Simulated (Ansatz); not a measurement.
Mg3S4⁻, relaxed as a doublet with UKS B3LYP-D4/def2-SVPD in Ansatz, starting from the GFN1-xTB geometry. Force threshold 0.02 eV/Å.

The structure comes from a short search, and lower isomers may exist.

Start:

| atom | x (Å) | y (Å) | z (Å) |
| --- | --- | --- | --- |
| Mg1 | 0.1888 | 3.1807 | -0.1383 |
| Mg2 | 1.5856 | -3.7836 | 0.0843 |
| Mg3 | -1.2124 | 0.4250 | -0.2490 |
| S4 | 0.8461 | 0.8267 | 1.0786 |
| S5 | -2.1054 | 2.3181 | -1.0379 |
| S6 | -0.5651 | -1.8624 | -0.2230 |
| S7 | 1.2623 | -1.1045 | 0.4852 |

Question: Estimate the energy that the relaxation releases and the steps that it takes.

Answer: 3.09 eV, in 33 steps; 3.9 min on 4 threads of Arm Neoverse V2 on a shared host. No frequencies were taken in this run, so the end may be a saddle point.

Question: Does the start keep its bonding?

Answer: Bonds lost: S4–S7 (atoms count from 1). Bonds formed: Mg2–S4 (atoms count from 1). Metal–metal contacts that move far: Mg2–Mg3 5.06 to 2.96 Å.

Question: Predict the relaxed structure.

Answer: 
```xyz
7

Mg   -0.121    2.620    0.823
Mg    1.298   -1.643    0.906
Mg   -0.542    0.143   -0.580
S     1.075    0.700    1.503
S    -1.547    2.263   -0.970
S    -0.904   -2.300   -0.132
S     0.741   -1.783   -1.550
```
Bond lengths (bridged metal pairs left out): 9 × Mg–S 2.32 to 2.70 Å; 1 × S–S 2.23 Å.
